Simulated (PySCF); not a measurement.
Theory: delta-SCF UKS SCAN, pcX-2 on the ionised atom, pcseg-1 elsewhere, spin-free X2C (PySCF). Geometries: PBE0-D3(BJ)/def2-SVP; isolated species, one conformer each. Kα1 is taken as the energy difference of the 1s-hole and 2p3/2-hole states at the ground state's geometry. 2p3/2 and 2p1/2 are the ΔSCF energy of one spin-free 2p hole plus the eigenvalues of a spin–orbit and ligand-field matrix of the shell.

| site | Si 2p3/2 (eV) |
| --- | --- |
| Si3 in `[CH:1]#[C:2][Si@:3]1([O:4][CH3:5])[CH2:6][CH2:7][CH2:8][SiH2:9]1` | 106.61 |
| Si5 in `[CH:1]#[C:2][SiH2:3][O:4][SiH2:5][CH:6]1[CH2:7][CH2:8][CH2:9]1` | 106.91 |
| Si6 in `[CH3:1][C:2]#[C:3][Si@H:4]([O:5][SiH3:6])[CH:7]1[CH2:8][CH2:9]1` | 107.24 |
| Si7 in `[CH3:1][CH2:2][Si:3]1([OH:4])[CH:5]=[CH:6][SiH2:7][CH:8]=[CH:9]1` | 106.33 |

Task: What are the Si 1s binding energies, and the Kα1 emission energies that follow?

Result: 
| site | bonded to | 1s (eV) | 2p3/2 (eV) | Kα1 = 1s − 2p3/2 (eV) |
| --- | --- | --- | --- | --- |
| Si7 in `[CH3:1][CH2:2][Si:3]1([OH:4])[CH:5]=[CH:6][SiH2:7][CH:8]=[CH:9]1` | 2 C and 2 H | 1846.12 | 106.33 | 1739.79 |
| Si3 in `[CH:1]#[C:2][Si@:3]1([O:4][CH3:5])[CH2:6][CH2:7][CH2:8][SiH2:9]1` | O, 2 C and Si | 1846.53 | 106.61 | 1739.92 |
| Si5 in `[CH:1]#[C:2][SiH2:3][O:4][SiH2:5][CH:6]1[CH2:7][CH2:8][CH2:9]1` | O, C and 2 H | 1846.83 | 106.91 | 1739.92 |
| Si6 in `[CH3:1][C:2]#[C:3][Si@H:4]([O:5][SiH3:6])[CH:7]1[CH2:8][CH2:9]1` | O and 3 H | 1847.16 | 107.24 | 1739.92 |

Ranges: 1s 1.04 eV, 2p3/2 0.91 eV, Kα1 0.13 eV.
